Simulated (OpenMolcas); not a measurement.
An OpenMolcas run meant for Cu3+ (ANO-R2, X2C; inactive shells 1s 2s 2p 3s 3p; intended active space 8 electrons in 5 orbitals (3d)). One step of its input:

```
&CASPT2
Multistate=10 1 2 3 4 5 6 7 8 9 10
Frozen=2 3
IPEA=0.25
Imaginary=0.1
MaxIter=60
WThr=0.0 0.3 0.05
PrWF=0.5
NoMix
Deleted=15 11
```

The run finished. Its levels beside those of a sound run (SS-CASPT2, IPEA 0.25 Eh, imaginary shift 0.1 Eh (closed shells correlated: 3s 3p)), in cm⁻¹ above each run's lowest level:

```csv
Level,This run,Usual run
3d⁸ ³F₄,0.0,0.0
3d⁸ ³F₃,1838,1841
3d⁸ ³F₂,3046,3046
3d⁸ ¹D₂,16041,15672
3d⁸ ³P₂,21271,19821
3d⁸ ³P₁,21827,20265
3d⁸ ³P₀,22154,20598
3d⁸ ¹G₄,29480,27009
3d⁸ ¹S₀,61296,61680
```

Task: Which setting is unsound, and how much does it matter here?

Result: Nearly half of the orbitals are deleted from the virtual space, which removes much of the correlation energy. Against the sound run the excited levels shown move by 970 cm-1 on average and by 2500 cm-1 at most.

CASPT2 breaks the degeneracy within a term, and the mean is taken; among the terms shown or strongly mixed into the levels shown the widest spread is 3700 cm-1 (3d⁸ ¹G, this run). Some levels mix across a computed gap that differs much from the measured one, so their mixing is not that of the real levels (holds for this run). Levels of configurations outside the active space are missing.
